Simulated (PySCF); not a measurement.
Pb(CH3)H3 at several levels of theory

Computed with PySCF 2.14.0 (density fitting, no spin-orbit coupling) at the geometry relaxed with TPSS:

```xyz
8
Pb(CH3)H3 (singlet)
Pb   -0.1057   -0.1057   -0.1057
C     1.1991    1.1991    1.1991
H     1.8283    1.8283    0.5508
H     0.5508    1.8283    1.8283
H     1.8283    0.5508    1.8283
H    -1.1439   -1.1439    0.9003
H     0.9003   -1.1439   -1.1439
H    -1.1439    0.9003   -1.1439
```

```
level                                              basis    state  HOMO (eV)  gap (eV)  charge on Pb1 (e)  dipole about the centre of mass (D)  largest force component (eV/Å)
 TPSS     Pb def2-SVP with ECP60, C def2-SVP, H def2-SVP  singlet      -6.99      6.04               0.33                                 0.95                            0.00
TPSSh                                           the same  singlet      -7.43      6.85               0.35                                 0.92                            0.06
 TPSS  Pb def2-TZVP with ECP60, C def2-TZVP, H def2-TZVP  singlet      -7.01      5.76               0.42                                 0.94                            0.19
 TPSS          Pb x2c-SVPall, C x2c-SVPall, H x2c-SVPall  singlet      -7.01      6.03               0.40                                 0.96                            0.08
```

Charges are Mulliken's, which hang on the basis. The relaxation used the grid (50, 194), these runs (75, 302) or, all-electron (x2c bases, spin-free X2C Hamiltonian), (99, 590).

Problem. A further run in the first row's basis gives HOMO (eV) -7.00, gap (eV) 5.82, charge on Pb1 (e) 0.27, dipole about the centre of mass (D) 0.91, largest force component (eV/Å) 0.10. Which level was it?
A. BP86
B. revPBE
C. CAM-B3LYP

Solution. A. The others give HOMO -9.26 eV (CAM-B3LYP); -6.85 eV (revPBE).

In the first row's basis the gap widens with exact exchange: 5.8 to 6.0 eV for BP86, revPBE, TPSS (none); 6.8 eV for TPSSh (a fixed share); 10.2 eV for CAM-B3LYP (rising or full at long range).

No frequency check is given that shows the relaxed geometry to be a minimum.
